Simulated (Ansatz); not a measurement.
`C[O][SnH2][S]C` + `ClCCCl` → `C[S][SnH2][Cl]` + `COCCCl`  (formal exchange of groups at the Sn–O bond)

Program: Ansatz. Geometries: PBE0-D4/def2-TZVP. ΔE: electronic, gas phase. CCSD(T)/CBS adds triple-zeta CCSD(T) − MP2 to the extrapolated MP2 energy (def2 sets, frozen cores). This one scheme is used for every species. DFT in def2-TZVPP. B3LYP here is the variant with VWN-RPA as its local correlation; programs differ in this. def2 core potentials past Kr. For Sn outer-core shells are correlated without core-valence functions, which leaves a few kJ/mol of doubt a bond. One conformer a species, not always the lowest.

**Question.** Is it downhill or uphill in electronic energy at CCSD(T)/CBS, and by how much? (An estimate is asked.)

**Answer.** The calculation gave: Downhill: ΔE = -62.8 kJ/mol.

**Question.** What do these levels give: PBE-D4, r2SCAN-D4, PBE0-D4, B3LYP-D4, ωB97X-V, ωB97M-V, B2PLYP, MP2/def2-TZVPP, CCSD/def2-TZVPP, SCS-MP2/def2-QZVPP, HF/CBS(def2), MP2/CBS(def2)? (Estimate.)

**Answer.** Computed: PBE-D4 -65.1, r2SCAN-D4 -68.5, PBE0-D4 -71.5, B3LYP-D4 -68.3, ωB97X-V -69.3, ωB97M-V -69.7, B2PLYP -65.5, MP2/def2-TZVPP -61.8, CCSD/def2-TZVPP -67.5, SCS-MP2/def2-QZVPP -61.0, HF/CBS(def2) -81.7, MP2/CBS(def2) -60.0 kJ/mol.

Largest T1 diagnostic among the species: 0.013.

In def2-TZVPP, CCSD(T) changes the Hartree–Fock value by +17.9 kJ/mol (the triples alone add +2.9 kJ/mol) and MP2 by +20.7 kJ/mol. From PBE to PBE0 (25 % exact exchange), in def2-TZVPP and without D4, ΔE moves by −6.4 kJ/mol.
